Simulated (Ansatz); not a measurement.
Basis-set extrapolation for CH10AlNSi2, SMILES `[NH2][Al]([SiH3])[CH2][SiH3]` (PBE0-D4/def2-TZVP geometry, frozen core, the Gaussian-basis code of Ansatz). Multiplicity 1, RHF reference.

|  | def2-TZVPP | def2-QZVPP |
| --- | --- | --- |
| HF | -918.038159 | -918.068095 |
| MP2 correlation | -0.728579 | -0.779222 |
| CCSD(T) correlation | -0.830386 | not run |

Energies in hartree. Use E(X) = E(∞) + A·exp(−7.88·√X) for Hartree–Fock and E(X) = E(∞) + B·X^(−2.97) for correlation, with X = 3 and 4, and add CCSD(T) minus MP2 of the smaller set to the MP2 limit.

**Question.** What is the CCSD(T) energy at the basis-set limit?

**Answer.** HF limit: -918.068095 + (-0.029936) × 0.13774 = -918.07222. MP2 limit: -0.779222 + (-0.050643) × 0.74074 = -0.81674. Higher-order term: -0.830386 − (-0.728579) = -0.10181. Total: -918.99077 hartree, 3.33 eV below CCSD(T)/def2-TZVPP.
